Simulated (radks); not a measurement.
All-electron atom: Hg I in [Hg] (the NIST ground configuration). Calculated with a radial shooting solver on a logarithmic mesh with Libxc functionals: Dirac Kohn-Sham, PBE, spin-unpolarised, spherical densities, finite nucleus; Fermi nuclear charge, rms radius 5.4648 fm.

Normalised radial functions P(r) = r R(r) (large component), r in bohr:

```
   r/bohr * 4f5/2 (the largest magnitude, 1.44, reaches the edge; | marks zero)
 0.002621 *
 0.003609 *
 0.004971 *
 0.006791 *
 0.009352 *
  0.01288 *
  0.01774 *
  0.02423 *
  0.03337 *
  0.04595 |*
  0.06328 |  *
  0.08714 |      *
    0.119 |              *
   0.1639 |                           *
   0.2258 |                                           *
   0.3109 |                                                      *
   0.4248 |                                                      *
    0.585 |                                          *
   0.8056 |                        *
    1.109 |          *
    1.528 |  *
    2.087 |*
    2.874 *
    3.958 *
    5.451 *
    7.447 *
    10.26 *
    14.12 *
```

4f5/2: eigenvalue -97.961 eV, 0 radial nodes, <r> = 0.479 bohr, 90 % of the charge inside 0.767 bohr.
